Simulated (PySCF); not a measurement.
GaC from Hartree–Fock to correlated methods

State: ⁴Σ⁻ (quartet), unpaired electrons σ ↑, π ↑↑. Set-up: Ga x2c-TZVPPall, C x2c-TZVPPall; spin-free X2C with a Gaussian nucleus (PySCF 2.14). De refers to Ga + C in their high-spin ground configurations, without counterpoise correction. The functionals are run spin-unrestricted. A positive dipole means Ga(−)C(+).

```
      Level  Re (Å)  ωe (cm⁻¹)  De (eV)  μ (D)
        UHF   2.030        546     2.27  -1.91
    UHF-MP2   2.003        557     3.11    n/a
UHF-SCS-MP2   2.008        554     2.80    n/a
   UHF-CCSD   2.002        555     2.96    n/a
UHF-CCSD(T)   2.000        555     3.08    n/a
        LDA   1.966        560     4.10  -2.02
        PBE   2.006        525     3.54  -2.12
       BP86   2.007        522     3.45  -2.14
     r²SCAN   1.990        550     3.44  -1.94
      M06-L   2.004        537     3.55  -2.03
      TPSSh   2.002        536     3.32  -2.09
       PBE0   1.997        545     3.31  -2.15
    ωB97M-V   2.007        538     3.12  -2.30
```

The bond length runs from 1.966 Å (LDA) to 2.030 Å (UHF). De spans 2.27 eV (UHF, mean field) to 4.10 eV (LDA, local density). Correlation at CCSD(T) changes the Hartree–Fock bond energy by +0.81 eV; the triples alone change it by +0.12 eV.

Correlated steps freeze 10 core orbitals. Spin–orbit coupling is left out. The state is the lowest determinant that a PBE0 search found; another state may lie lower at other levels.

The whole job (state search and all levels along the bond) took about 11 min on 1 thread of Arm Neoverse V2 (shared host), peak memory 2 GiB.
